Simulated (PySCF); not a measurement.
## Assigning NMR signals

Bonds (- single, = double, # triple, : aromatic): O1-C2, C2-C3, C3-C4, C4:N5, N5:O6, O6:C7, C7:C8, C8-O9, O9-Si10, C8:C4. O1 carries H11; C2 carries H12, H13; C3 carries H14, H15; C7 carries H16; Si10 carries H17, H18, H19.

Rapidly exchanging positions averaged, gas phase, one computed conformer, no relativistic terms. Shieldings: GIAO PBE0/pcSseg-1; coordinates at the GFN2-xTB level; PySCF.

Referencing at the same level of theory: ¹³C (σref 186.93) and ¹H (σref 31.72) vs TMS.

(1) Assign these signals to the numbered atoms. ¹³C{¹H} NMR (computed): δ 163.9, 147.3, 145.5, 65.5, 29.7.

(2) Assign these signals to the numbered atoms. ¹H NMR (600 MHz, computed): δ 8.22 (s, 1H), 5.13 (s, 3H), 4.07 (t, 2H), 3.48 (br s, 1H), 2.91 (t, 2H).

Results:

(1) 
```tsv
δ (ppm)	atoms	environment	reason
163.9	C4	substituted aromatic carbon next to a ring nitrogen	–
147.3	C8	aromatic carbon bearing oxygen	an ipso carbon deshielded by its heteroatom
145.5	C7	aromatic CH next to the ring oxygen	–
65.5	C2	sp3 CH2 bonded to O	the inductive effect lowers its shielding
29.7	C3	sp3 CH2 on an aromatic ring	saturated and bonded to C and H only
```

C8 and C7 lie closer than the usual error of such a calculation, so a measured spectrum could show them in the other order.

(2) 
```tsv
δ (ppm)	atoms	environment	reason
8.22	H16	hydrogen on an aromatic CH next to the ring oxygen	the ring current deshields protons in the ring plane
5.13	H17/H18/H19	hydrogen on a silicon bonded to O	–
4.07	H12/H13	hydrogen on an sp3 CH2 bonded to O	its carbon carries O, an electronegative neighbour
3.48	H11	hydrogen on an alcohol oxygen	exchangeable; this is the value without hydrogen bonding to other molecules
2.91	H14/H15	hydrogen on an sp3 CH2 on an aromatic ring	benzylic-type position, deshielded by the ring
```

The OH or NH signal is concentration- and solvent-dependent in practice; the value given is the gas-phase one. Shifts are as computed. Against solution values, carbons near 30 ppm lie about +3 ppm off and those near 130 ppm about +5 ppm. Of 1309 compounds with measured shifts, 239 miss one by over three times the rms of a fit or turn the order of signals round; such compounds aren't used in these exercises. No couplings were computed; multiplicities are counted from neighbouring protons, with m where these are inequivalent, close in shift, in a saturated or five-membered ring or joined by F or P, and br s for small geminal =CH2 splittings.
